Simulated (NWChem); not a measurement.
System: BiF₂ cation; SMILES [F][Bi+][F]

Input file for NWChem:

```
start job
memory heap 200 mb stack 900 mb global 1100 mb
charge 1
geometry units angstroms noautoz
  Bi     0.000000     0.000000     0.194916
  F     -1.467612     0.000000    -1.125731
  F      1.467612     0.000000    -1.125731
end
basis spherical
  Bi library def2-svpd
  F library def2-svpd
end
ecp
  Bi library def2-ecp
end
dft
  xc xcamb88 1.00 lyp 0.81 vwn_5 0.19 hfexch 1.00
  cam 0.33 cam_alpha 0.19 cam_beta 0.46
  iterations 150
end
tddft
  cis
  nroots 8
  notriplet
end
task tddft energy
```

NWChem printed, in part:

```
             Northwest Computational Chemistry Package (NWChem) 7.3.0
             --------------------------------------------------------

 C2V symmetry detected

                             Geometry "geometry" -> ""
                             -------------------------

 Output coordinates in angstroms (scale by  1.889725989 to convert to a.u.)

  No.       Tag          Charge          X              Y              Z
 ---- ---------------- ---------- -------------- -------------- --------------
    1 Bi                  83.0000     0.00000000     0.00000000     0.23536283
    2 F                    9.0000    -1.46761200     0.00000000    -1.08528417
    3 F                    9.0000     1.46761200     0.00000000    -1.08528417

 Effective nuclear repulsion energy (a.u.)     415.0373374026

      Symmetry information
      --------------------

 Group name             C2v
 Group number             16
 Group order               4
 No. of unique centers     2

                                 NWChem DFT Module
                                 -----------------

 Summary of "ao basis" -> "ao basis" (spherical)
 ------------------------------------------------------------------------------
       Tag                 Description            Shells   Functions and Types
 ---------------- ------------------------------  ------  ---------------------
 Bi                        def2-svpd                12       32   5s4p3d
 F                         def2-svpd                 9       23   4s3p2d

      Symmetry analysis of basis
      --------------------------

        a1         31
        a2         10
        b1         23
        b2         14

            General Information
            -------------------
          SCF calculation type: DFT
          Wavefunction type:  closed shell.
          No. of atoms     :     3
          No. of electrons :    40
           Alpha electrons :    20
            Beta electrons :    20
          Charge           :     1
          Spin multiplicity:     1
          Use of symmetry is: off; symmetry adaption is: on
          Maximum number of iterations: 150
          AO basis - number of functions:    78
                     number of shells:    30
          Convergence on energy requested:  1.00D-06
          Convergence on density requested:  1.00D-05
          Convergence on gradient requested:  5.00D-04

              XC Information
              --------------
                     Hartree-Fock (Exact) Exchange  1.000
                   CAM-Becke88 Exchange Functional  1.000
                      VWN V Correlation Functional  0.190 local
              Lee-Yang-Parr Correlation Functional  0.810

           Range-Separation Parameters
           ---------------------------
           Alpha           :  0.19
           Beta            :  0.46
           Gamma           :  0.33
           Short-Range HF  :     F

             Grid Information
             ----------------
          Grid used for XC integration:  medium
          Radial quadrature: Mura-Knowles
          Angular quadrature: Lebedev.
          Tag              B.-S. Rad. Rad. Pts. Rad. Cut. Ang. Pts.
          ---              ---------- --------- --------- ---------
          Bi                  1.60      123           9.0       590
          F                   0.50       49          10.0       434
          Grid pruning is: on
          Number of quadrature shells:   221
          Spatial weights used:  Erf1

      Superposition of Atomic Density Guess
      -------------------------------------

 Sum of atomic energies:        -444.01297284

 Renormalizing density from      41.00 to     40

      Non-variational initial energy
      ------------------------------

 Total energy =    -407.542572
 1-e energy   =    -879.296647
 2-e energy   =     346.187274
 HOMO         =      -0.832345
 LUMO         =      -0.416719

      Symmetry analysis of molecular orbitals - initial
      -------------------------------------------------

  Numbering of irreducible representations:

     1 a1          2 a2          3 b1          4 b2

  Orbital symmetries:

     1 a1          2 b1          3 a1          4 b1          5 a1
     6 b2          7 a1          8 b1          9 a1         10 a2
    11 b2         12 a1         13 b1         14 a1         15 b1
    16 b2         17 a1         18 a2         19 b1         20 a1
    21 b2         22 a1         23 b1         24 a1         25 a1
    26 b2         27 a2         28 b1         29 a1         30 a1

   convergence    iter        energy       DeltaE   RMS-Dens  Diis-err
 ---------------- ----- ----------------- --------- --------- ---------
 d= 0,ls=0.0,diis     1   -413.5109626926 -5.39D+02  3.62D-02  2.92D+00
 d= 0,ls=0.0,diis     2   -412.2074979391  1.30D+00  2.47D-02  1.68D+01
 d= 0,ls=0.0,diis     3   -413.8164181926 -1.61D+00  3.72D-03  1.73D-02

 !! scf_movecs_sym_adapt:    2 vectors were symmetry contaminated

  Symmetry fudging
 d= 0,ls=0.0,diis     4   -413.8183579259 -1.94D-03  6.22D-04  2.73D-03
 d= 0,ls=0.0,diis     5   -413.8186171393 -2.59D-04  1.31D-04  1.14D-04
  Resetting Diis
 d= 0,ls=0.0,diis     6   -413.8186325759 -1.54D-05  2.78D-05  1.08D-06
 d= 0,ls=0.0,diis     7   -413.8186330069 -4.31D-07  1.07D-05  2.07D-07
 d= 0,ls=0.0,diis     8   -413.8186330539 -4.70D-08  3.53D-06  2.12D-07

         Total DFT energy =     -413.818633053875
      One electron energy =     -891.069116383621
           Coulomb energy =      389.411953489144
    Exchange-Corr. energy =      -37.728271439724
 Nuclear repulsion energy =      125.566801280325

 Numeric. integr. density =       39.999984952187

                  Occupations of the irreducible representations
                  ----------------------------------------------

                     irrep           alpha         beta
                     --------     --------     --------
                     a1                9.0          9.0
                     a2                2.0          2.0
                     b1                6.0          6.0
                     b2                3.0          3.0

                       DFT Final Molecular Orbital Analysis
                       ------------------------------------

[...]

                                NWChem TDDFT Module
                                -------------------

            General Information
            -------------------
           No. of orbitals :     156
            Alpha orbitals :      78
             Beta orbitals :      78
        Alpha frozen cores :       0
         Beta frozen cores :       0
     Alpha frozen virtuals :       0
      Beta frozen virtuals :       0
         Spin multiplicity :       1
    Number of AO functions :      78
        Use of symmetry is : off
      Symmetry adaption is : on
         Schwarz screening :  0.10D-07

              XC Information
              --------------
              Hartree-Fock (Exact) Exchange   1.00
            CAM-Becke88 Exchange Functional   1.00
               VWN V Correlation Functional   0.19 local
       Lee-Yang-Parr Correlation Functional   0.81
           Alpha           :  0.19
           Beta            :  0.46
           Gamma           :  0.33

             TDDFT Information
             -----------------
          Calculation type : Tamm-Dancoff TDDFT
         Wavefunction type : Restricted singlets
          No. of electrons :      40
           Alpha electrons :      20
            Beta electrons :      20
              No. of roots :       8
          Max subspacesize :    5600
            Max iterations :     100
               Target root :       1
           Target symmetry : none
      Symmetry restriction : off
                 Algorithm : Optimal
        Davidson threshold :  0.10D-03

    8 smallest eigenvalue differences (eV)
--------------------------------------------------------
  No. Spin  Occ  Vir  Irrep   E(Occ)    E(Vir)   E(Diff)
--------------------------------------------------------
    1    1   20   21 b2       -0.682    -0.367     8.587
    2    1   19   21 a2       -0.697    -0.367     8.979
    3    1   18   21 b1       -0.703    -0.367     9.140
    4    1   17   21 a1       -0.724    -0.367     9.730
    5    1   16   21 b2       -0.730    -0.367     9.893
    6    1   15   21 a2       -0.750    -0.367    10.434
    7    1   20   22 b1       -0.682    -0.265    11.342
    8    1   20   23 a1       -0.682    -0.253    11.692
--------------------------------------------------------

  Entering Davidson iterations
  Restricted singlet excited states

  Iter   NTrls   NConv    DeltaV     DeltaE      Time
  ----  ------  ------  ---------  ---------  ---------
    1      8       0     0.28E+00   0.10+100        5.7
    2     16       0     0.48E-01   0.90E-01        5.7
    3     24       0     0.25E-01   0.70E-02        5.7
    4     32       0     0.37E-01   0.25E-02        5.8
    5     40       2     0.50E-01   0.44E-02        5.7
    6     46       6     0.26E-01   0.47E-02        5.2
    7     48       6     0.39E-02   0.39E-03        4.0
    8     50       7     0.53E-03   0.69E-05        4.1
    9     51       8     0.76E-04   0.14E-06        3.8
  ----  ------  ------  ---------  ---------  ---------
  Convergence criterion met

  Ground state a1       -413.818633053875 a.u.

  ----------------------------------------------------------------------------
  Root   1 singlet b2             0.177926538 a.u.                4.8416 eV
  ----------------------------------------------------------------------------
     Transition Moments    X  0.00000   Y -0.44099   Z -0.00000
     Dipole Oscillator Strength                    0.0230676845
     Electric Quadrupole                           0.0000000326
     Magnetic Dipole                               0.0000015264
     Total Oscillator Strength                     0.0230692436

     Occ.   14  a1  ---  Virt.   21  b2      -0.05616
     Occ.   16  a1  ---  Virt.   21  b2      -0.11060
     Occ.   20  a1  ---  Virt.   21  b2       0.98866
  ----------------------------------------------------------------------------
  Root   2 singlet a2             0.184905402 a.u.                5.0315 eV
  ----------------------------------------------------------------------------
     Transition Moments    X  0.00000   Y -0.00000   Z  0.00000
     Dipole Oscillator Strength                    0.0000000000
     Electric Quadrupole                           0.0000000001
     Magnetic Dipole                               0.0000003091
     Total Oscillator Strength                     0.0000003091

     Occ.   19  b1  ---  Virt.   21  b2      -0.99705
     Occ.   19  b1  ---  Virt.   25  b2       0.05060
  ----------------------------------------------------------------------------
  Root   3 singlet b1             0.212114498 a.u.                5.7719 eV
  ----------------------------------------------------------------------------
     Transition Moments    X  0.24986   Y  0.00000   Z  0.00000
     Dipole Oscillator Strength                    0.0088284537
     Electric Quadrupole                           0.0000000794
     Magnetic Dipole                               0.0000000159
     Total Oscillator Strength                     0.0088285490

     Occ.   15  b1  ---  Virt.   23  a1       0.11161
     Occ.   18  a2  ---  Virt.   21  b2       0.93676
     Occ.   19  b1  ---  Virt.   23  a1       0.16790
     Occ.   20  a1  ---  Virt.   22  b1       0.26822
  ----------------------------------------------------------------------------
  Root   4 singlet b2             0.220677599 a.u.                6.0049 eV
  ----------------------------------------------------------------------------
     Transition Moments    X -0.00000   Y  0.33427   Z  0.00000
     Dipole Oscillator Strength                    0.0164387118
     Electric Quadrupole                           0.0000000594
     Magnetic Dipole                               0.0000005629
     Total Oscillator Strength                     0.0164393342

     Occ.   16  a1  ---  Virt.   21  b2      -0.98946
     Occ.   20  a1  ---  Virt.   21  b2      -0.10731
  ----------------------------------------------------------------------------
  Root   5 singlet a1             0.235431102 a.u.                6.4064 eV
  ----------------------------------------------------------------------------
     Transition Moments    X  0.00000   Y -0.00000   Z  0.17166
     Dipole Oscillator Strength                    0.0046250020
     Electric Quadrupole                           0.0000001431
     Magnetic Dipole                               0.0000000000
     Total Oscillator Strength                     0.0046251451

     Occ.   15  b1  ---  Virt.   22  b1       0.18784
     Occ.   16  a1  ---  Virt.   23  a1       0.14761
     Occ.   17  b2  ---  Virt.   21  b2       0.93552
     Occ.   20  a1  ---  Virt.   23  a1       0.23440
  ----------------------------------------------------------------------------
  Root   6 singlet a2             0.237504608 a.u.                6.4628 eV
  ----------------------------------------------------------------------------
     Transition Moments    X  0.00000   Y  0.00000   Z -0.00000
     Dipole Oscillator Strength                    0.0000000000
     Electric Quadrupole                           0.0000000432
     Magnetic Dipole                               0.0000016229
     Total Oscillator Strength                     0.0000016661

     Occ.   15  b1  ---  Virt.   21  b2      -0.99547
  ----------------------------------------------------------------------------
  Root   7 singlet b1             0.283552791 a.u.                7.7159 eV
  ----------------------------------------------------------------------------
     Transition Moments    X -0.21636   Y  0.00000   Z  0.00000
     Dipole Oscillator Strength                    0.0088488958
     Electric Quadrupole                           0.0000000001
     Magnetic Dipole                               0.0000016255
     Total Oscillator Strength                     0.0088505215

     Occ.   16  a1  ---  Virt.   22  b1      -0.23476
     Occ.   18  a2  ---  Virt.   21  b2      -0.05529
     Occ.   19  b1  ---  Virt.   23  a1      -0.71499
     Occ.   19  b1  ---  Virt.   28  a1       0.05150
     Occ.   20  a1  ---  Virt.   22  b1       0.64310
  ----------------------------------------------------------------------------
  Root   8 singlet a1             0.284853200 a.u.                7.7513 eV
  ----------------------------------------------------------------------------
     Transition Moments    X -0.00000   Y  0.00000   Z -0.24421
     Dipole Oscillator Strength                    0.0113253234
     Electric Quadrupole                           0.0000000338
     Magnetic Dipole                               0.0000000000
     Total Oscillator Strength                     0.0113253572

     Occ.   15  b1  ---  Virt.   22  b1      -0.06905
     Occ.   16  a1  ---  Virt.   23  a1      -0.28917
     Occ.   17  b2  ---  Virt.   21  b2      -0.06143
     Occ.   19  b1  ---  Virt.   22  b1      -0.89858
     Occ.   19  b1  ---  Virt.   29  b1      -0.05725
     Occ.   19  b1  ---  Virt.   30  b1       0.05201
     Occ.   20  a1  ---  Virt.   23  a1       0.29431

              Target root =      1
          Target symmetry = none
      Ground state energy =   -413.818633053875
        Excitation energy =      0.177926537713
     Excited state energy =   -413.640706516163

  stored tddft:energy   -413.64070651616277
```

Level: CAM-B3LYP/def2-SVPD with def2 effective core potentials on Bi, TDA. All runs use the structure optimised with PBE0/def2-SVP. def2 effective core potentials on Bi; no spin-orbit coupling.
